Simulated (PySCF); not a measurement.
H₉NSi₄, SMILES N1[SiH2][SiH2][SiH2][SiH2]1.

Geometry optimised at B3LYP-D3(BJ)/def2-SVP. A frequency run showed that this geometry is not a minimum. The structure was generated by enumeration, and PubChem lists no compound with its InChIKey, so it may never have been made.

Two levels are set side by side: PBE/def2-TZVP (PySCF) and ωB97X/def2-TZVP (PySCF). Same geometry, gas phase. Differences are taken from unrounded values.

| quantity | ωB97X |
|---|---|
| orbital gap (eV) | 11.06 |
| highest occupied level (eV) | -9.77 |
| lowest empty level (eV) | 1.29 |
| dipole moment (D) | 0.72 |
| mean polarisability (bohr³) | 117.0 |

Q: What does PBE give, and how far is it from ωB97X? (The exact figures need the calculation; the answer reports its results.)

A: 
| quantity | PBE | PBE minus ωB97X |
|---|---|---|
| orbital gap (eV) | 4.61 | -6.45 |
| highest occupied level (eV) | -6.14 | 3.63 |
| lowest empty level (eV) | -1.52 | -2.82 |
| dipole moment (D) | 0.73 | 0.01 |
| mean polarisability (bohr³) | 123.6 | 6.6 |

PBE's occupied levels lie high since its potential decays too fast outside the molecule; exact exchange lowers them and widens the gap. PBE's more diffuse valence density responds more strongly to a field. Differences between two approximate levels are no errors against the true value.

Rough cost on one machine, each run with all the roots and properties that it gave: ωB97X against PBE within a factor of 2.
